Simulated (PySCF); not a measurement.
Electron correlation in Te (tellurium, neutral)

[Kr] 4d10 5s2 5p4, high-spin 3P determinant. Computed with PySCF 2.14 in def2-TZVP with the def2 core potential (28 electrons) (6s5p3d2f, 50 functions), with scalar relativity through the core potential. Frozen: 4s2 4p6 4d10; 6 electrons correlated.

MP2 pair energies summed by pair of shells (mhartree):

| pair | energy | share (%) |
| --- | --- | --- |
| 5s-5p | -39.08 | 46.2 |
| 5p-5p | -38.26 | 45.2 |
| 5s-5s | -7.32 | 8.6 |

Total MP2 correlation energy: -84.65 mhartree.

Same-spin part -19.22 and opposite-spin part -65.44 mhartree; SCS-MP2 scales them by 1/3 and 6/5 to -84.93 mhartree.

```
  level  correlation energy (mhartree)
   CCSD                        -101.96
    (T)                          -3.14
CCSD(T)                        -105.10
```

Diagnostics: T1 = 0.0086, D1 = 0.0260, largest double amplitude 0.053.

Cost of the coupled-cluster step: 1.8 s of wall time on 1 thread of Neoverse-N1 (shared host), for 6 correlated electrons.

Iterations:

```
CC2 = 0
CCSD nocc = (np.int64(4), np.int64(2)), nmo = (41, 41)
frozen orbitals [[0, 1, 2, 3, 4, 5, 6, 7, 8], [0, 1, 2, 3, 4, 5, 6, 7, 8]]
max_cycle = 100
direct = 0
conv_tol = 1e-08
conv_tol_normt = 1e-06
diis_space = 8
diis_start_cycle = 0
Init t2, MP2 energy = -0.0846541758523356
Init E_corr(UCCSD) = -0.0846541758712867
cycle = 1  E_corr(UCCSD) = -0.0977815615219562  dE = -0.0131273857  norm(t1,t2) = 0.0439163
cycle = 2  E_corr(UCCSD) = -0.100682124331804  dE = -0.00290056281  norm(t1,t2) = 0.0142017
cycle = 3  E_corr(UCCSD) = -0.1019929887101  dE = -0.00131086438  norm(t1,t2) = 0.0056472
cycle = 4  E_corr(UCCSD) = -0.101953992558924  dE = 3.89961512e-05  norm(t1,t2) = 0.000777445
cycle = 5  E_corr(UCCSD) = -0.101955540070083  dE = -1.54751116e-06  norm(t1,t2) = 0.000160991
cycle = 6  E_corr(UCCSD) = -0.101955166028396  dE = 3.74041687e-07  norm(t1,t2) = 4.39606e-05
cycle = 7  E_corr(UCCSD) = -0.101955596432951  dE = -4.30404555e-07  norm(t1,t2) = 1.05905e-05
cycle = 8  E_corr(UCCSD) = -0.101955432480843  dE = 1.63952109e-07  norm(t1,t2) = 2.6169e-06
cycle = 9  E_corr(UCCSD) = -0.10195544966295  dE = -1.71821079e-08  norm(t1,t2) = 5.21012e-07
cycle = 10  E_corr(UCCSD) = -0.101955451421022  dE = -1.75807123e-09  norm(t1,t2) = 1.09225e-07
UCCSD converged
E(UCCSD) = -267.1075096214358  E_corr = -0.1019554514210217
UCCSD(T) correction = -0.00314221818593037
```
